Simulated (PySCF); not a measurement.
Cost of one run: shielding job, `CCC1=CC=C(C#N)N1`.

Method: GIAO PBE0/pcSseg-1 NMR shielding, non-relativistic, gas phase (PySCF 2.14.0, density-fitted response routines). Geometry: GFN2-xTB, NEB image 8 of 0 to 8. Work: shieldings, ring-centre shieldings, density fitting. The command runs a driver script over a list of jobs; the input below is this job's line of settings and its coordinates in Å.

Command:
```bash
OMP_NUM_THREADS=1 python probes_run.py task.json out
```

Input:
```
{"job": {"kind": "nmr", "xc": "PBE0", "basis": "pcSseg-1", "pop": false}, "charge": 0, "multiplicity": 1}
C     -2.266200     0.680800     0.668700
C     -1.660000    -0.160100    -0.458800
C     -0.172900    -0.077500    -0.453500
C      0.681600     0.707200    -1.198500
C      1.990000     0.438000    -0.779800
C      1.905500    -0.511400     0.224300
C      2.920600    -1.115500     0.967200
N      3.756300    -1.613400     1.579400
N      0.579100    -0.807500     0.405000
H     -1.924900     0.327500     1.639600
H     -3.351400     0.621600     0.642300
H     -1.972500     1.722300     0.561100
H     -2.031100     0.200500    -1.419000
H     -1.971600    -1.201800    -0.341800
H      0.391700     1.397100    -1.965700
H      2.893600     0.875200    -1.155800
H      0.225200    -1.471000     1.075300
```

Hardware: an AMD EPYC 9R45 with one thread, shared host. PySCF's memory limit was set to 1200 MB.

**Question.** How large is the basis?

**Answer.** 193 functions for 64 electrons, with 985 fitting functions; the fitted three-index integrals, 985 × 193 × 194/2 numbers of 8 bytes, come to 140 MiB.

**Question.** Which is nearest to the wall time?
A. 19 s
B. 2.3 s
C. 2.5 min
D. 19 min

**Answer.** A. The run took 19 s. The SCF took 14 cycles.

**Question.** Estimate the peak memory.

**Answer.** About 0.88 GiB. Peak memory is the resident size of the whole Python process, interpreter and libraries included.

**Question.** At this speed, how long would 20000 such jobs take on 96 cores, one job a core?

**Answer.** 20000/96 gives 209 rounds of 19 s, about 66 min of wall time and 110 core-hours, if the jobs don't slow each other.

The SCF part of the output:
```
coarse grid: 14688 points
cycle   1  E = -380.4257605297  dE =  1.647e+00  |g| = 5.451e-01  |ddm| = 3.999e+00
cycle   2  E = -380.2656432946  dE =  1.601e-01  |g| = 1.019e+00  |ddm| = 1.615e+00
cycle   3  E = -380.4963531021  dE = -2.307e-01  |g| = 1.804e-01  |ddm| = 1.084e+00
cycle   4  E = -380.5032668305  dE = -6.914e-03  |g| = 5.735e-02  |ddm| = 1.757e-01
cycle   5  E = -380.5038708494  dE = -6.040e-04  |g| = 2.716e-02  |ddm| = 7.576e-02
cycle   6  E = -380.5040473865  dE = -1.765e-04  |g| = 4.807e-03  |ddm| = 2.667e-02
cycle   7  E = -380.5040526591  dE = -5.273e-06  |g| = 1.075e-03  |ddm| = 4.964e-03
final grid: 143416 points
cycle   8  E = -380.5541610499  dE = -3.729e-05  |g| = 8.238e-03  |ddm| = 3.835e-02
cycle   9  E = -380.5541544107  dE =  6.639e-06  |g| = 9.946e-03  |ddm| = 1.495e-02
cycle  10  E = -380.5541772221  dE = -2.281e-05  |g| = 1.568e-03  |ddm| = 8.402e-03
cycle  11  E = -380.5541777973  dE = -5.752e-07  |g| = 3.977e-04  |ddm| = 1.602e-03
cycle  12  E = -380.5541778254  dE = -2.805e-08  |g| = 1.957e-04  |ddm| = 4.903e-04
cycle  13  E = -380.5541778328  dE = -7.404e-09  |g| = 6.571e-05  |ddm| = 2.018e-04
cycle  14  E = -380.5541778337  dE = -9.233e-10  |g| = 1.687e-05  |ddm| = 6.375e-05
converged SCF energy = -380.5541778337
```

On the final grid dE counts from the start density on that grid.

Other jobs ran on the host; a repeat could differ by tens of per cent or more.
